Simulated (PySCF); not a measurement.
This PySCF input asks for the NMR shieldings of SMILES C/C=C\O[SiH2]N1CCCC1, C₇H₁₅NOSi; the geometry comes from PBE0-D3(BJ)/def2-SVP.

```python
import basis_set_exchange as bse
import numpy as np
from pyscf import gto, dft
from pyscf.prop import nmr

atoms = """
C     4.086160    0.775863    0.144383
C     3.468661   -0.479296   -0.373322
C     2.348183   -1.032413    0.102291
O     1.646764   -0.513818    1.137396
Si    0.048429   -0.893320    1.513218
N    -1.153602   -0.190208    0.513134
C    -1.627755   -0.713444   -0.752884
C    -3.057584   -0.160985   -0.874414
C    -3.080848    1.075676    0.049022
C    -1.655587    1.165820    0.614706
H     5.106781    0.596512    0.522719
H     4.173609    1.538584   -0.647804
H     3.487327    1.197028    0.963408
H     3.958743   -1.004419   -1.198576
H     1.952778   -1.963397   -0.328571
H    -0.114411   -0.367541    2.890807
H    -0.089653   -2.374309    1.381557
H    -1.585943   -1.813884   -0.766982
H    -1.007418   -0.350593   -1.597564
H    -3.787516   -0.909967   -0.534633
H    -3.306338    0.084139   -1.917254
H    -3.365023    1.996376   -0.481034
H    -3.804592    0.932938    0.864596
H    -1.623435    1.523053    1.655835
H    -1.048414    1.868348    0.008570
"""
names = dict.fromkeys(["C", "O", "Si", "N", "H"], "pcSseg-1")
basis = {el: gto.basis.parse(bse.get_basis(n, elements=[el], fmt="nwchem")) for el, n in names.items()}
mol = gto.M(atom=atoms, basis=basis, charge=0, verbose=0)
mf = dft.RKS(mol, xc="PBE0")
mf.grids.level = 2
mf.grids.alignment = dft.numint.BLKSIZE   # the property module wants whole blocks of grid points
mf.conv_tol = 1e-9
mf.kernel()

calc = nmr.RKS(mf)   # GIAO
C = mf.mo_coeff
Co = C[:, mf.mo_occ > 0]
resp = mf.gen_response(singlet=True, hermi=2)
def vind(x):   # induced exchange potential for any number of trial vectors
    d = np.einsum("pi,xij,qj->xpq", C, 2 * x.reshape(-1, C.shape[1], Co.shape[1]), Co, optimize=True)
    return np.einsum("xpq,pi,qj->xij", resp(d - d.transpose(0, 2, 1)), C, Co, optimize=True).ravel()
mo1, _ = nmr.rhf.solve_mo1(calc, with_cphf=vind)
sigma = calc.kernel(mo1)
for i, s in enumerate(sigma):   # ppm
    print("%2d %-2s %9.2f" % (i, mol.atom_pure_symbol(i), np.trace(s) / 3))
```

**Question.** What are the results?

**Answer.** 
```
 0 C     173.08
 1 C      73.64
 2 C      37.14
 3 O     186.69
 4 Si    383.58
 5 N     184.70
 6 C     133.67
 7 C     157.75
 8 C     157.67
 9 C     133.88
10 H      29.86
11 H      29.91
12 H      28.72
13 H      26.77
14 H      24.95
15 H      26.63
16 H      26.48
17 H      28.07
18 H      28.50
19 H      29.61
20 H      29.76
21 H      29.74
22 H      29.62
23 H      28.06
24 H      28.49
```

These numbers come from an equivalent density-fitted implementation of the same equations, which agrees with the script to about 0.01 ppm for H and up to a few tenths of a ppm for heavy atoms, so last digits may differ.

**Question.** Turn these shieldings into chemical shifts. δ = σ(ref) − σ, references computed at the same level: $^{13}$C (184.41 ppm) and $^{29}$Si (351.99 ppm) and $^{1}$H (31.27 ppm) against TMS; $^{17}$O (334.56 ppm) against H2O; $^{15}$N (265.67 ppm) against NH3.

**Answer.** Averaging equivalent atoms: C 2: 147.3; C 1: 110.8; C 6/9: 50.6; C 7/8: 26.7; C 0: 11.3; O 3: 147.9; Si 4: -31.6; N 5: 81.0; H 14: 6.32; H 15/16: 4.71; H 13: 4.50; H 17/18/23/24: 2.99; H 10/11/12: 1.77; H 19/20/21/22: 1.58 ppm. Experimental scales use liquid or dissolved standards, which lie at an offset from isolated NH3 (liquid NH3: subtract about 20 ppm) and H2O (liquid H2O: subtract about 36 ppm).

Size and cost of the density-fitted run: 252 basis functions, 59 s wall time on 1 thread of an Arm Neoverse V1, shared host; peak memory 1.3 GiB.
